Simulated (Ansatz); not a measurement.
F$_{4}$HOTa, SMILES `[OH][Ta]([F])([F])([F])[F]`. Total charge 0; spin multiplicity 1. Ta: def2 effective core potential. All single points use the PBE0-D4/def2-TZVP geometry. It is one conformer, not always the lowest.

```xyz
7

O     0.564   -0.094    1.381
Ta   -0.144    0.021   -0.345
F     0.907    1.501   -0.739
F    -1.867    0.254    0.308
F     0.456   -1.684   -0.773
F    -0.851    0.143   -2.088
H     0.937   -0.140    2.256
```

**Question.** What is the dipole moment at B3LYP/def2-TZVPP? (Best estimate.)

**Answer.** Computed: 3.35 D, with components (1.28, -0.19, 3.09) D in this frame, pointing from negative to positive charge.

**Question.** And with PBE, r2SCAN, ωB97M-V? (Estimate.)

**Answer.** Ansatz gave: PBE 3.24 D, r2SCAN 3.30 D, ωB97M-V 3.33 D.

**Question.** Give the Mulliken charges with B3LYP, ωB97M-V, PBE in def2-TZVPP. (Best estimate.)

**Answer.** The calculation gave: 
```tsv
atom	B3LYP	ωB97M-V	PBE
O1	-0.39	-0.37	-0.34
Ta2	1.38	1.34	1.13
F3	-0.28	-0.28	-0.24
F4	-0.28	-0.27	-0.24
F5	-0.28	-0.28	-0.24
F6	-0.33	-0.32	-0.28
H7	0.20	0.18	0.20
```

B3LYP here is the variant with VWN-RPA as its local correlation; programs differ in this.
